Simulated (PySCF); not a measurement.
NO₂, doublet, geometry from GFN2-xTB. Base run: HF/aug-cc-pVDZ run with PySCF.

The PySCF input:
```python
from pyscf import gto, scf

mol = gto.M(
    atom='''
N     0.026347   -0.000992    0.293946
O     0.010462    1.102036   -0.126856
O    -0.033516   -1.101168   -0.130347
''',
    basis='aug-cc-pvdz',
    charge=0,
    spin=1,
    verbose=4,
    symmetry=True,
)

mf = scf.UHF(mol)
mf.kernel()
mf.analyze()
```

Variants of this job, named by their change:

| change | ΔE vs base (mEh) | point group used | SCF cycles |
|---|---|---|---|
| base | 0.000 | C2v | 13 |
| symmetry_subgroup = C2 | 0.000 | C2 | 13 |
| irrep_nelec = A1:(5, 5) A2:(1, 1) B1:(2, 1) B2:(4, 4) | 101.7 | C2v | 13 |
| irrep_nelec = A1:(7, 5) A2:(1, 1) B1:(0, 1) B2:(4, 4) | 613.2 | C2v | 13 |
| symmetry_subgroup = Cs | 0.000 | Cs | 13 |
| irrep_nelec = A1:(5, 5) A2:(2, 1) B1:(1, 1) B2:(4, 4) | 474.8 | C2v | 15 |
| irrep_nelec = A1:(6, 5) A2:(0, 1) B1:(2, 1) B2:(4, 4) | 236.3 | C2v | 12 |
| symmetry = off | 0.000 | C1 | 13 |

Open shells are given as the SCF converged; they aren't shown to be the lowest states, and a large step between rows can be another state.
